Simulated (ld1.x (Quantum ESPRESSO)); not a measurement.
## Cutoff test, magnesium, RRKJ

- Element: magnesium
- Generator: ld1.x (Quantum ESPRESSO) 7.5
- Type: norm-conserving RRKJ (Kleinman–Bylander form)
- Functional: PBEsol
- Relativity: scalar-relativistic
- Frozen core: [He] 2s2
- Valence charge: 8
- Reference configuration: 2p6 3s2 3p0
- Partial waves: 3s (bound): rc 2.30 bohr; 3d channel at 0.25 Ry: rc 2.30 bohr; 2p (bound): rc 0.70 bohr
- Local potential: the p channel
- Core correction: Bessel-smoothed model core inside 0.55 bohr
- rho0: 0.005

The pseudo-atom Hamiltonian at the reference potential is diagonalised in spherical Bessel functions j_l(qr) that vanish at 20 bohr, with q² up to the cutoff. All-electron valence levels (Ry): 3s -0.3439, 2p -3.4214, 3p -0.0959.

Q: How do the lowest levels (Ry) of each channel move with the cutoff, and are there ghosts?

A:

| cutoff (Ry) | s #1 | s #2 | d #1 | d #2 | p #1 | p #2 | p #3 | f #1 | f #2 | Σ f·Δε (mRy) |
| --- | --- | --- | --- | --- | --- | --- | --- | --- | --- | --- |
| 8 | -0.3494 | 0.0040 | 0.0548 | 0.1373 | -0.4604 | 0.0090 | 0.0988 | 0.1085 | 0.2320 | 17774.4 |
| 25 | -8.2213 | -0.3435 | 0.0548 | 0.1371 | -1.1771 | -0.0277 | 0.0679 | 0.1085 | 0.2320 | 13463.9 |
| 50 | -14.9936 | -0.3439 | 0.0548 | 0.1371 | -1.9285 | -0.0551 | 0.0562 | 0.1085 | 0.2320 | 8954.6 |
| 100 | -18.7448 | -0.3439 | 0.0548 | 0.1371 | -2.9083 | -0.0829 | 0.0483 | 0.1085 | 0.2320 | 3076.1 |
| 180 | -19.5683 | -0.3439 | 0.0548 | 0.1371 | -3.3706 | -0.0943 | 0.0457 | 0.1085 | 0.2320 | 302.2 |
| 400 | -19.5986 | -0.3439 | 0.0548 | 0.1371 | -3.4210 | -0.0956 | 0.0455 | 0.1085 | 0.2320 | 0.0 |

Result: ghost state, extra bound levels that the all-electron valence spectrum of the same l lacks: s at -266.7 eV (a true bound ghost makes a file unfit for plane-wave use); 10 mRy is reached at 260 Ry and 1 mRy at over 300 Ry.

Its largest configuration-test error is -488 meV.
